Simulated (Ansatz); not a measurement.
Geometry optimisation, RKS PBE0/def2-SVP (Ansatz).

Input file:

```yaml
crystal:
  periodic: [false, false, false]
  atoms:
    - { symbol: Zn, position_ang: [-0.89822, -0.000411, -0.59888] }
    - { symbol: Cl, position_ang: [0.233056, -0.001455, 2.641618] }
    - { symbol: Cl, position_ang: [0.64636, 0.000217, -2.021947] }
    - { symbol: Br, position_ang: [-2.92592, -0.003017, 0.641751] }
    - { symbol: H, position_ang: [-1.100976, 0.004666, 2.694258] }
basis:
  gaussian: { orbitals: def2-SVP }
hamiltonian:
  xc: pbe0
relax:
  f_tol: 0.03
  max_steps: 50
```

Command:

```bash
$ ansatz run input.yaml --threads 2 --pin off --max-ram 3072MiB --backend cpu --events-out ev --progress --plain --runs-dir out
```

Where does it end, and by what steps?

The forces met the threshold. After 5 steps the energy has fallen by 0.254 eV; Cl2 moved furthest, 0.49 Å. Joined: Zn1–Cl2 (3.43 → 2.67 Å).

```tsv
step	energy less start (eV)	largest force component (eV/Å)	accepted
0	0.0000	1.179	yes
1	-0.1557	0.585	yes
2	-0.2131	0.402	yes
3	-0.2386	0.680	yes
4	-0.2522	0.128	yes
5	-0.2539	0.019	yes
```

```xyz
5
Properties=species:S:1:pos:R:3
Zn -0.901 0.000 -0.267
Cl 0.212 0.002 2.155
Cl 0.669 0.000 -1.683
Br -2.998 -0.001 0.607
H -1.027 0.001 2.544
```

Run time: 13 s on 2 threads of Intel(R) Xeon(R) 6975P-C (Granite Rapids), with other jobs on the host, peak memory 0.28 GiB.
